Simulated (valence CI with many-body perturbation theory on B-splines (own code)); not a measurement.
## Which ion has this spectrum?

A relativistic CI+MBPT calculation for an atom or ion with 13 electrons gives these levels (Ry):

```csv
J,Parity,E,g
1/2,odd,0.000,0.64
1/2,even,14.012,2.07
3/2,odd,38.867,1.32
3/2,even,50.361,1.62
5/2,even,51.860,1.33
3/2,even,53.484,0.97
1/2,even,54.356,1.27
3/2,even,57.936,0.83
5/2,even,65.800,1.19
3/2,odd,67.037,0.91
3/2,odd,68.091,0.87
5/2,odd,68.943,1.01
1/2,odd,71.129,0.40
3/2,odd,71.792,1.27
```

The energies are calculated, and their last digits are not significant.

**Question.** Which is it?
A. Tl68+
B. Hg67+
C. Au66+
D. Ir64+

**Answer.** B. Hg67+, ground level (3s^2 3p1/2) J=1/2.
